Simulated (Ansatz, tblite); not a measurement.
Forces on AlGe₂₃H₃₂ at its PBE-D4/def2-SVP geometry. Total charge 0; doublet.

The xTB rows come from tblite. B3LYP takes the VWN-RPA correlation. Single mean-field runs in def2-SVP are fitted with def2-universal-jkfit.

GFN2-xTB (tblite), largest force 0.51 eV/Å:

```xyz
56
positions Å, forces eV/Å
Ge    1.410    3.236   -2.668    0.020   -0.112   -0.068
Ge   -2.449    3.530   -0.223   -0.011    0.006    0.030
Ge   -3.318   -3.299   -1.395   -0.072   -0.186    0.030
Ge   -4.472    0.110    0.295   -0.293   -0.141   -0.052
Ge   -1.080    0.147   -1.828    0.346   -0.366    0.036
Ge    2.238   -2.136   -0.595   -0.352    0.050    0.085
Ge    0.832    1.480    0.894   -0.095   -0.415    0.116
Ge   -1.298   -1.943    1.725    0.365   -0.105   -0.221
Ge    4.426    1.226   -0.897    0.220   -0.001    0.012
Ge    3.969   -0.585    2.622    0.114   -0.106    0.101
Ge   -2.359    1.642    3.282   -0.006    0.020   -0.008
Ge    0.194    1.311   -3.565   -0.015    0.304   -0.026
Ge   -1.740   -2.055   -2.799   -0.146    0.189    0.091
Ge    3.838   -0.895   -1.973    0.138   -0.081    0.025
Ge   -3.099    1.414   -1.261   -0.244    0.337   -0.043
Ge    2.453    2.636   -0.536    0.154    0.292   -0.239
Ge   -1.018    2.897    1.656   -0.188    0.232    0.173
Ge   -5.249   -1.880   -0.901    0.029   -0.006   -0.034
Ge   -2.259   -3.957    0.709   -0.016    0.056    0.074
Ge   -3.164   -0.454    2.294   -0.086    0.064    0.329
Al    0.231   -0.867    0.100    0.006    0.049    0.004
Ge    3.450   -2.681    1.468    0.013   -0.003   -0.117
Ge    1.919    0.698    3.001    0.142    0.146   -0.203
Ge    5.472    0.797    1.274   -0.026    0.007    0.005
H     2.500    3.702   -3.677   -0.369    0.039    0.261
H     0.413    4.412   -2.459    0.342   -0.187   -0.187
H    -3.708    4.291    0.287    0.371   -0.062   -0.244
H    -1.694    4.448   -1.226   -0.316   -0.073    0.254
H    -3.773   -4.547   -2.218    0.047    0.184    0.108
H    -5.694    0.990    0.713    0.195   -0.120   -0.076
H     1.942   -3.493   -1.314    0.201    0.156    0.097
H    -0.636   -2.379    3.072   -0.251    0.010   -0.135
H     5.415    2.027   -1.803   -0.155   -0.124    0.139
H     4.608   -0.852    4.022   -0.079    0.054   -0.192
H    -3.566    2.528    3.715    0.362   -0.218    0.072
H    -1.502    1.357    4.551   -0.331    0.180   -0.214
H    -0.802    1.786   -4.665    0.359   -0.217    0.123
H     1.194    0.314   -4.216   -0.347    0.274   -0.007
H    -2.369   -1.736   -4.194    0.306   -0.239    0.195
H    -0.434   -2.869   -3.043   -0.288    0.158   -0.150
H     3.262   -0.604   -3.389    0.292   -0.155    0.254
H     5.156   -1.705   -2.163   -0.323    0.240   -0.163
H    -3.879    1.668   -2.591    0.087   -0.026    0.197
H     2.878    3.947    0.202   -0.050   -0.173   -0.113
H    -0.396    4.166    2.324   -0.116   -0.159   -0.099
H    -5.966   -1.452   -2.215    0.012   -0.186    0.385
H    -6.268   -2.679   -0.035    0.116    0.219   -0.346
H    -3.333   -4.637    1.611    0.334   -0.040   -0.257
H    -1.146   -5.006    0.415   -0.377    0.128    0.165
H    -4.142   -1.129    3.310    0.109    0.142   -0.163
H     2.575   -3.559    2.410    0.357    0.095   -0.216
H     4.784   -3.442    1.203   -0.351    0.039    0.234
H     0.859   -0.126    3.789    0.191    0.286    0.009
H     2.212    1.998    3.821   -0.202   -0.396    0.012
H     6.832    0.064    1.080   -0.238    0.319    0.141
H     5.753    2.144    2.003    0.113   -0.378   -0.186
```

PBE-D4/def2-SVP (Ansatz), largest force 0.03 eV/Å:

```
Ge -0.005 0.001 0.002
Ge 0.002 -0.012 0.000
Ge 0.000 -0.002 -0.001
Ge 0.003 -0.002 0.003
Ge 0.001 -0.003 0.003
Ge -0.001 -0.005 -0.001
Ge 0.007 -0.004 -0.001
Ge 0.003 0.003 -0.003
Ge -0.002 -0.002 -0.002
Ge -0.008 0.002 -0.002
Ge -0.001 0.002 -0.001
Ge 0.001 0.003 -0.002
Ge -0.005 0.009 -0.002
Ge -0.006 0.005 0.009
Ge 0.001 0.001 0.004
Ge 0.001 0.005 0.002
Ge -0.005 0.002 0.004
Ge -0.002 0.001 -0.004
Ge 0.001 0.000 -0.004
Ge -0.001 0.001 -0.001
Al -0.006 -0.001 0.004
Ge 0.010 0.004 -0.006
Ge 0.013 0.032 0.005
Ge 0.003 -0.004 0.002
H 0.002 0.000 -0.001
H 0.004 -0.002 0.000
H -0.007 0.004 0.003
H 0.004 0.005 -0.006
H 0.001 0.003 0.001
H 0.000 0.001 -0.001
H 0.000 0.004 0.002
H -0.002 0.000 -0.003
H 0.000 -0.001 0.000
H 0.001 -0.001 0.003
H 0.001 0.000 0.001
H 0.001 0.000 0.001
H -0.001 0.000 0.002
H -0.002 0.001 0.000
H 0.002 -0.002 0.004
H 0.005 -0.005 -0.001
H -0.003 0.002 -0.005
H 0.006 -0.005 -0.002
H 0.000 -0.001 -0.001
H -0.002 -0.003 -0.002
H 0.000 0.000 -0.001
H 0.000 -0.001 0.003
H 0.001 0.000 0.001
H 0.000 0.000 0.001
H 0.002 0.000 0.001
H 0.001 0.000 0.000
H -0.005 -0.004 0.005
H -0.004 0.002 0.000
H -0.007 -0.006 0.007
H -0.004 -0.024 -0.016
H -0.003 0.000 0.000
H 0.000 0.000 0.000
```

B3LYP-D4/def2-SVP (Ansatz), largest force 0.21 eV/Å:

```
Ge 0.003 0.161 -0.071
Ge -0.038 0.148 -0.055
Ge -0.056 -0.153 -0.102
Ge -0.133 0.086 0.034
Ge -0.013 -0.030 -0.030
Ge -0.066 -0.135 -0.045
Ge 0.031 0.017 0.033
Ge 0.093 -0.050 0.103
Ge 0.104 0.098 -0.094
Ge 0.066 -0.026 0.170
Ge -0.032 0.060 0.174
Ge 0.011 -0.035 -0.167
Ge 0.060 -0.043 -0.178
Ge 0.056 -0.041 -0.167
Ge -0.075 0.049 -0.131
Ge 0.032 0.148 0.064
Ge 0.055 0.147 0.057
Ge -0.174 -0.032 -0.040
Ge 0.015 -0.161 0.067
Ge -0.100 -0.057 0.113
Al -0.009 -0.022 0.007
Ge 0.056 -0.164 0.053
Ge -0.063 0.077 0.184
Ge 0.171 0.052 0.049
H -0.105 -0.043 0.098
H 0.110 -0.121 -0.025
H 0.118 -0.068 -0.050
H -0.080 -0.090 0.101
H 0.046 0.128 0.085
H 0.125 -0.087 -0.042
H 0.022 0.148 0.071
H -0.064 0.055 -0.146
H -0.101 -0.082 0.090
H -0.062 0.025 -0.139
H 0.117 -0.086 -0.039
H -0.087 0.030 -0.125
H 0.096 -0.058 0.110
H -0.113 0.105 0.064
H 0.071 -0.034 0.145
H -0.132 0.077 0.019
H 0.062 -0.030 0.142
H -0.124 0.072 0.015
H 0.082 -0.036 0.136
H -0.043 -0.144 -0.072
H -0.058 -0.137 -0.069
H 0.066 -0.043 0.129
H 0.096 0.076 -0.085
H 0.106 0.062 -0.088
H -0.108 0.095 0.030
H 0.103 0.064 -0.105
H 0.083 0.078 -0.085
H -0.134 0.073 0.030
H 0.110 0.088 -0.076
H -0.040 -0.158 -0.101
H -0.131 0.072 0.021
H -0.025 -0.128 -0.070
```
